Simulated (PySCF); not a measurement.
**A small calculation by hand: refractive index and permittivity of the vapour**

3,4-dichlorobuta-1,2-diene (C4H4Cl2), SMILES C(C(=C=C)Cl)Cl.

The structure is a stationary point at B3LYP-D3(BJ)/def2-SVP. One conformer was computed; it need not be the lowest.

PBE/def2-TZVP (PySCF) gives a mean static polarisability of 78.6 bohr³ and a dipole moment of 2.68 D. Take an ideal gas at 298.15 K and 0.1 bar, whether or not the substance is that volatile.

### Question
Work out n − 1 in the optical limit and the static ε − 1.

### Answer

Polarisability volume α' = 78.6 × 0.148185 = 11.65 Å³. Number density N = p/kT = 2.43e-6 Å⁻³.
Dilute limit of Lorentz–Lorenz: n − 1 = 2π N α' = 0.00018.
Orientation term of Debye: μ²/(3kT) = 8.098 Å³ × μ²(D²) = 58.16 Å³.
ε − 1 = 4π N (α' + μ²/3kT) = 0.0021. Orientation of the dipole supplies 83 % of the static response; it can't follow optical fields. Vibrational polarisation and dispersion are left out.
